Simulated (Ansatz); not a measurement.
Cs3⁺. Charge 1, multiplicity 3. Geometry PBE0/def2-TZVP; atoms count from 1.

```xyz
3

Cs   -4.8439   -1.2782   -1.0704
Cs    0.5994   -1.4023    0.0496
Cs    4.2445    2.6806    1.0209
```

In the def2 sets Cs takes a core potential; there is no spin–orbit coupling. At PBE0/def2-TZVP a singlet of charge 1 lies 0.41 eV below the triplet, each at its own geometry. The structure comes from a short search, and lower isomers may exist.

Q: Estimate the Mulliken populations from the PBE0/def2-TZVP orbitals of Ansatz.

A: 
```json
{"atom": "Cs1", "charge (e)": "0.14", "spin (α − β)": "0.86"}
{"atom": "Cs2", "charge (e)": "0.72", "spin (α − β)": "0.28"}
{"atom": "Cs3", "charge (e)": "0.14", "spin (α − β)": "0.86"}
```
Mulliken values depend strongly on the basis.

Q: Where does the spin sit?

A: Summed by element: Cs 2.00, of 2 unpaired in all. Largest on single atoms: Cs1 0.86, Cs3 0.86, Cs2 0.28.
